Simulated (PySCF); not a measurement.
## Radial density of Pr³³⁺ (praseodymium, charge +33)

UHF, [Ar] 3d8, high-spin 3F determinant. All numbers are calculated (PySCF 2.14, the spin-free X2C one-electron Hamiltonian (Gaussian nucleus), in an even-tempered Gaussian basis (18 s from 5.3 bohr⁻², ratio 2.5; 13 p from 6.9 bohr⁻², ratio 2.5; 8 d from 6.9 bohr⁻², ratio 2.5; 4 f from 30 bohr⁻², ratio 2.7; 3 g from 45 bohr⁻², ratio 2.7)).

```json
{"r (bohr)": "0.0249", "4πr²ρ (e/bohr)": "70.93", "4πr²(ρα − ρβ)": "0.0118"}
{"r (bohr)": "0.0418", "4πr²ρ (e/bohr)": "72.65", "4πr²(ρα − ρβ)": "0.1524"}
{"r (bohr)": "0.0703", "4πr²ρ (e/bohr)": "99.30", "4πr²(ρα − ρβ)": "1.2243"}
{"r (bohr)": "0.118", "4πr²ρ (e/bohr)": "72.00", "4πr²(ρα − ρβ)": "5.3372"}
{"r (bohr)": "0.199", "4πr²ρ (e/bohr)": "73.53", "4πr²(ρα − ρβ)": "9.2065"}
{"r (bohr)": "0.335", "4πr²ρ (e/bohr)": "36.84", "4πr²(ρα − ρβ)": "3.6121"}
{"r (bohr)": "0.563", "4πr²ρ (e/bohr)": "1.245", "4πr²(ρα − ρβ)": "0.1216"}
{"r (bohr)": "0.947", "4πr²ρ (e/bohr)": "0.001659", "4πr²(ρα − ρβ)": "0.0002"}
```

Densities and radii are taken from the X2C orbitals without a picture-change correction, which distorts them close to the nucleus.

Spin-orbit coupling is strong in this species (close to jj coupling), so the high-spin LS determinant is a model state, not a physical level.
